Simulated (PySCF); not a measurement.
Molecule: SMILES C[S@@+]([AlH3-])CC#N, C₃H₈AlNS.

Cartesian coordinates in Å; atom numbers follow the order of the lines, from 1:
```xyz
14

C    -0.630    1.500    0.127
S    -0.024    0.305   -1.090
Al    2.125    0.084    0.093
C    -0.561   -1.293   -0.360
C    -1.953   -1.260   -0.031
N    -3.061   -1.194    0.241
H    -0.566    2.474   -0.350
H    -1.665    1.273    0.366
H    -0.006    1.482    1.022
H     2.551   -1.180   -0.730
H     1.523   -0.178    1.533
H     2.588    1.538   -0.247
H    -0.367   -2.045   -1.128
H     0.044   -1.506    0.532
```

Frames of a GFN2-xTB Langevin trajectory at 600 K; GIAO PBE0/pcSseg-1 shieldings in PySCF 2.14.0 with density-fitted response routines, gas phase, non-relativistic; equivalent atoms averaged within each frame.

Referencing at the same level of theory: 13C (σ = 186.93 ppm), 1H (σ = 31.72 ppm) vs TMS; 33S (σ = 503.73 ppm) vs CS2; 27Al (σ = 489.97 ppm) against AlH4-; 15N (σ = 267.73 ppm) vs NH3. The references are static minima.

Task: How do the shifts (ppm) fluctuate along the trajectory?

Result: 
| time (fs) | C5 | C1 | C4 | S2 | Al3 | N6 | H13 | H10/H11/H12 | H14 | H7/H8/H9 |
| --- | --- | --- | --- | --- | --- | --- | --- | --- | --- | --- |
| 250 | 127.2 | 23.0 | 20.0 | -45 | 67.7 | 332.5 | 4.59 | 4.39 | 3.91 | 2.83 |
| 425 | 117.0 | 27.1 | 27.7 | -77 | 87.5 | 305.6 | 4.20 | 5.08 | 5.35 | 2.60 |
| 625 | 120.7 | 20.2 | 25.2 | -40 | 50.8 | 342.4 | 4.49 | 4.78 | 1.35 | 1.98 |
| 800 | 118.4 | 31.9 | 39.0 | -61 | 110.5 | 323.2 | 6.27 | 4.73 | 3.88 | 3.03 |
| 1000 | 120.0 | 18.1 | 20.8 | -15 | 66.3 | 318.6 | 1.05 | 4.34 | 3.88 | 2.89 |
| mean of frames | 120.7 | 24.0 | 26.5 | -47 | 76.6 | 324.4 | 4.12 | 4.67 | 3.67 | 2.67 |
| standard deviation | 3.9 | 5.5 | 7.7 | 23 | 23.0 | 13.9 | 1.90 | 0.30 | 1.45 | 0.41 |

5 frames give an uncertainty of the mean of about the standard deviation over 2.2 at best, since frames this close in time may not be independent; classical motion lacks zero-point vibration, and the reference would need the same averaging.
